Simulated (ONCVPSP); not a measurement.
# Before and after: ONCV potential for Mo

molybdenum, optimised norm-conserving Vanderbilt (ONCV), made with ONCVPSP 4.0.1 (LDA (Perdew-Wang 92), scalar-relativistic). Core [Ar] 3d10, reference 4s2 4p6 4d5 5s1. Waves: 4s+5s: rc 1.65 bohr, ncon 4, nbas 9, qcut 5.8 1/bohr, 2 projectors; 4p: rc 1.25 bohr, ncon 3, nbas 7, qcut 7.8 1/bohr, 2 projectors, debl 1.4 Ha; 4d: rc 2.35 bohr, ncon 5, nbas 10, qcut 6 1/bohr, 2 projectors, debl 3.6 Ha. Local part: polynomial inside 1.20 bohr (lpopt 4, dvloc0 0 Ha). Core correction: Teter function, fcfact 5.5, rcfact 1.6.

In the p channel the program set the typed energies aside and used -1.418, 0.250 Ha.

All-electron outer shells of the reference configuration (LDA (PZ), scalar-relativistic, ld1.x):

| shell | level (eV) | outermost node (bohr) | outermost maximum (bohr) |
| --- | --- | --- | --- |
| 3d | -221.32 | – | 0.32 |
| 4s | -64.42 | 0.51 | 0.99 |
| 4p | -38.59 | 0.52 | 1.06 |
| 5s | -4.33 | 1.34 | 2.93 |
| 4d | -3.94 | 0.53 | 1.38 |

Change: s: qcut 5; p: qcut 6.7; d: qcut 5.2.

Cutoffs: the cutoffs (Ha) at which the residual kinetic energy of the hardest occupied pseudo-wave falls to 1 and 0.1 mHa per electron; they do not see the model core or the augmentation charge, which bear on the density cutoff. Errors are all-electron minus pseudo energies relative to the spin-unpolarised reference configuration.

Q: Predict the effect on cutoff, ghosts and configuration errors.

A: The potential gets neither clearly harder nor softer (26 Ha and 47 Ha → 24 Ha and 104 Ha); of the 4 tests that both files solve, the error grows in 2 and shrinks in 1 by more than 15 % and 0.3 meV (median size 1.9 → 2.0 meV); the range in which the d phases agree narrows (upper end at the end of the scan → 1.3); neither file shows a bound ghost.

```tsv
quantity	base	changed
cutoff, loose	26 Ha	24 Ha
cutoff, tight	47 Ha	104 Ha
loose cutoff by channel	s 14 Ha, p 26 Ha, d 14 Ha	s 14 Ha, p 24 Ha, d 13 Ha
bound ghosts	none	none
GHOST(+) flags under 300 eV	none	none
error for 4s2 4p6 4d5 5s0, meV [ΔE 7.18 eV]	-1.8	-1.6
error for 4s2 4p6 4d4 5s0, meV [ΔE 22.88 eV]	-2.0	-2.4
error for 4s2 4p6 4d3 5s0, meV [ΔE 49.84 eV]	+19	+35
error for 4s2 4p6 4d5.5 5s0.5, meV [ΔE 0.31 eV]	-0.9	-0.5
s: phases at 1.68 bohr within 0.05 rad from the reference energy up to (Ha; the scan ends near 5)	to the end of the scan	to the end of the scan
p: phases at 1.27 bohr within 0.05 rad from the reference energy up to (Ha; the scan ends near 5)	to the end of the scan	to the end of the scan
d: phases at 2.39 bohr within 0.05 rad from the reference energy up to (Ha; the scan ends near 5)	to the end of the scan	1.3
rms error of d²Exc/dni dnj with the model core, mHa	2.49	2.64
```
